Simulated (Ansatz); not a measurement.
An input meant for the cluster Sr₄ (charge 0, singlet; with a point charge).

```yaml
crystal:
  periodic: [false, false, false]
  atoms:
    - {symbol: Sr, position_ang: [1.426273, 0.801671, -1.912486]}
    - {symbol: Sr, position_ang: [-2.172345, 1.271181, 0.005023]}
    - {symbol: Sr, position_ang: [-0.462518, -2.459574, -0.266163]}
    - {symbol: Sr, position_ang: [1.208600, 0.386721, 2.173626]}
basis:
  gaussian: {orbitals: def2-SVPD, point_charges: [{charge: 2.00, position_ang: [4.075, -0.072, -0.449]}]}
hamiltonian: {xc: {name: revPBE}}
kpoints: {mp_grid: {grid: [2, 2, 2]}}
```

```sh
$ ansatz run in.yaml --threads 4 --pin off --events-out ev --progress --plain --max-ram 3916MiB
```

Shortened log:

```
Error: invalid value for `basis.gaussian`: such a run doesn't read kpoints; remove what it names
```

(1) Something in this input is off. What?

## Answers

(1) The input holds a key that doesn't belong there. The input was rejected before any iteration.
